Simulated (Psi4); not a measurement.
NO (SMILES [N]=O), doublet, geometry from GFN2-xTB, atoms displaced at random by about 0.002 Å a coordinate; B3LYP/6-31G* in Psi4.

Here is a job for Psi4.
```
memory 2 GB

molecule mol {
0 2
  N     0.004169    0.000491   -0.614376
  O    -0.001293   -0.003636    0.538421
}

set basis 6-31g*
set reference uks

energy('b3lyp')
print_variables()
```

It wrote (shortened):

```
   => Loading Basis Set <=

    Name: 6-31G*
    Role: ORBITAL
    Keyword: BASIS

         ---------------------------------------------------------
                                   SCF
               by Justin Turney, Rob Parrish, Andy Simmonett
                          and Daniel G. A. Smith
                              UKS Reference
         ---------------------------------------------------------

  ==> Geometry <==

    Molecular point group: c2v
    Full point group: C_inf_v

    Geometry (in Angstrom), charge = 0, multiplicity = 2:

       Center              X                  Y                   Z               Mass
    ------------   -----------------  -----------------  -----------------  -----------------
         N           -0.000000000000     0.000000000000    -0.614681702295    14.003074004430
         O            0.000000000000     0.000000000000     0.538135624424    15.994914619570

  Running in c2v symmetry.

  Rotational constants: A = ************  B =      1.69888  C =      1.69888 [cm^-1]
  Rotational constants: A = ************  B =  50931.09750  C =  50931.09750 [MHz]
  Nuclear repulsion =   25.705654409165970

  Charge       = 0
  Multiplicity = 2
  Electrons    = 15
  Nalpha       = 8
  Nbeta        = 7

  ==> Algorithm <==

  SCF Algorithm Type is DF.
  DIIS enabled.
  MOM disabled.
  Fractional occupation disabled.
  Guess Type is SAD.
  Energy threshold   = 1.00e-06
  Density threshold  = 1.00e-06
  Integral threshold = 1.00e-12

  ==> Primary Basis <==

  Basis Set: 6-31G*
    Blend: 6-31G*
    Number of shells: 12
    Number of basis functions: 30
    Number of Cartesian functions: 30
    Spherical Harmonics?: false
    Max angular momentum: 2

  ==> DFT Potential <==

   => LibXC <=

    Version 7.1.2
    S. Lehtola, C. Steigemann, M. J. T. Oliveira, and M. A. L. Marques,  SoftwareX 7, 1–5 (2018) (10.1016/j.softx.2017.11.002)

   => Composite Functional: B3LYP <=

    B3LYP Hyb-GGA Exchange-Correlation Functional

    P. J. Stephens, F. J. Devlin, C. F. Chabalowski, and M. J. Frisch,  J. Phys. Chem. 98, 11623 (1994) (10.1021/j100096a001)

    Deriv               =              1
    GGA                 =           TRUE
    Meta                =          FALSE

    Exchange Hybrid     =           TRUE
    MP2 Hybrid          =          FALSE

   => Exchange Functionals <=

    0.0800   Slater exchange
    0.7200         Becke 88

   => Exact (HF) Exchange <=

    0.2000               HF

   => Correlation Functionals <=

    0.1900   Vosko, Wilk & Nusair (VWN5_RPA)
    0.8100   Lee, Yang & Parr

   => LibXC Density Thresholds  <==

    XC_HYB_GGA_XC_B3LYP:  1.00E-15

   => Molecular Quadrature <=

    Radial Scheme          =       TREUTLER
    Pruning Scheme         =           NONE
    Nuclear Scheme         =       TREUTLER

    Blocking Scheme        =         OCTREE
    BS radius alpha        =              1
    Pruning alpha          =              1
    Radial Points          =             75
    Spherical Points       =            302
    Total Points           =          42140
    Total Blocks           =            377
    Max Points             =            254
    Max Functions          =             30
    Weights Tolerance      =       1.00E-15

   => Loading Basis Set <=

    Name: (6-31G* AUX)
    Role: JKFIT
    Keyword: DF_BASIS_SCF

  ==> Integral Setup <==

  SCF_SUBTYPE=INCORE selected. In-core MEM_DF algorithm will be used.
  Using in-core AOs.

  ==> MemDFJK: Density-Fitted J/K Matrices <==

    J tasked:                   Yes
    K tasked:                   Yes
    wK tasked:                   No
    Algorithm:                 Core
    Schwarz Cutoff:           1E-12
    Mask sparsity (%):       0.0000
    Fitting Condition:        1E-10

   => Auxiliary Basis Set <=

  Basis Set: (6-31G* AUX)
    Blend: CC-PVDZ-JKFIT
    Number of shells: 48
    Number of basis functions: 162
    Number of Cartesian functions: 162
    Spherical Harmonics?: false
[...]

   -------------------------
    Irrep   Nso     Nmo
   -------------------------
     A1        16      16
     A2         2       2
     B1         6       6
     B2         6       6
   -------------------------
    Total      30      30
   -------------------------

  ==> Iterations <==

                           Total Energy        Delta E     RMS |[F,P]|

   @DF-UKS iter SAD:  -129.50794825403372   -1.29508e+02   0.00000e+00
   @DF-UKS iter   1:  -129.86923906987309   -3.61291e-01   1.15999e-02 ADIIS/DIIS
   @DF-UKS iter   2:  -129.87661834048654   -7.37927e-03   9.75385e-03 ADIIS/DIIS
   @DF-UKS iter   3:  -129.88301017879942   -6.39184e-03   6.40954e-03 ADIIS/DIIS
   @DF-UKS iter   4:  -129.88793291198996   -4.92273e-03   8.90881e-04 ADIIS/DIIS
   @DF-UKS iter   5:  -129.88804269890679   -1.09787e-04   1.12389e-04 ADIIS/DIIS
   @DF-UKS iter   6:  -129.88804628990175   -3.59099e-06   2.63614e-05 DIIS
   @DF-UKS iter   7:  -129.88804702551826   -7.35617e-07   1.21031e-05 DIIS
   @DF-UKS iter   8:  -129.88804717985127   -1.54333e-07   4.01697e-06 DIIS
   @DF-UKS iter   9:  -129.88804718946039   -9.60912e-09   5.86843e-07 DIIS
  Energy and wave function converged.

  ==> Post-Iterations <==

   Electrons on quadrature grid:
      Nalpha   =    8.0000000894 ; deviation = 8.940e-08
      Nbeta    =    7.0000001485 ; deviation = 1.485e-07
      Ntotal   =   15.0000002379 ; deviation = 2.379e-07

   @Spin Contamination Metric:   2.499231907E-03
   @S^2 Expected:                7.500000000E-01
   @S^2 Observed:                7.524992319E-01
   @S   Expected:                5.000000000E-01
   @S   Observed:                5.000000000E-01

    Orbital Energies [Eh]
    ---------------------

    Alpha Occupied:

[...]
    Alpha Virtual:

[...]
      16A1     3.558925

    Beta Occupied:

[...]
       5A1    -0.458033

    Beta Virtual:

[...]
    Final Occupation by Irrep:
             A1    A2    B1    B2
    DOCC [     5,    0,    1,    1 ]
    SOCC [     0,    0,    1,    0 ]
    NA   [     5,    0,    2,    1 ]
    NB   [     5,    0,    1,    1 ]

  @DF-UKS Final Energy:  -129.88804718946039

   => Energetics <=

    Nuclear Repulsion Energy =             25.7056544091659696
    One-Electron Energy =                -227.7966955267891933
    Two-Electron Energy =                  84.6114481714861597
    DFT Exchange-Correlation Energy =     -12.4084542433233160
    Empirical Dispersion Energy =           0.0000000000000000
    VV10 Nonlocal Energy =                  0.0000000000000000
    Total Energy =                       -129.8880471894603943

  UHF NO Occupations:
  HONO-2 :    5 A1 1.9996091
  HONO-1 :    1 B1 1.9993510
  HONO-0 :    2 B1 1.0000000
  LUNO+0 :    3 B1 0.0006490
  LUNO+1 :    6 A1 0.0003909
  LUNO+2 :    2 B2 0.0001292
  LUNO+3 :    7 A1 0.0000737

Computation Completed

Properties will be evaluated at   0.000000,   0.000000,   0.000000 [a0]

Properties computed using the SCF density matrix

 Multipole Moments:

 ------------------------------------------------------------------------------------
     Multipole            Electronic (a.u.)      Nuclear  (a.u.)        Total (a.u.)
 ------------------------------------------------------------------------------------

 L = 1.  Multiply by 2.5417464519 to convert [e a0] to [Debye]
 Dipole X            :          0.0000000            0.0000000            0.0000000
 Dipole Y            :          0.0000000           -0.0000000           -0.0000000
 Dipole Z            :          0.0359243            0.0043711            0.0402954
 Magnitude           :                                                    0.0402954

 ------------------------------------------------------------------------------------

  Variable Map:
  ----------------------------------------------------------------------------
[...]
  Array Variable Map:
  ----------------------------------------------------------------------------
[...]
[...]
```
